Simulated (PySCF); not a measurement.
## [ClBr2]+: from structure and modes to constants

Level of theory: PBE0 in PySCF with Cl def2-TZVP, Br def2-TZVP; no relativity; density-fitted integrals.

The singlet minimum has C2v symmetry. Masses (u): Cl 34.96885, Br 78.91834.

```xyz
3
charge 1 multiplicity 1, angstrom
Cl    0.9924    0.0000    0.0000
Br   -0.2199   -1.7679    0.0000
Br   -0.2199    1.7679    0.0000
```

Harmonic wavenumbers (cm⁻¹): 123.0 (a1, ×1), 384.7 (a1, ×1), 412.5 (b2, ×1).

Question: Find the principal moments of inertia and the rotational constants. What kind of rotor is it?

Answer: About the centre of mass I = 42.07, 493.34, 535.41 u Å². With B = 16.8576/I this gives 0.4007, 0.03417, 0.03149 cm⁻¹. The molecule is an asymmetric top with κ = -0.99.

Question: What is the harmonic zero-point energy?

Answer: Half the sum of all 3 wavenumbers, 920/2 = 460 cm⁻¹, which is 5.5 kJ/mol (1 cm⁻¹ = 0.0119627 kJ/mol).

Only a few start shapes were tried, so a lower isomer may exist.
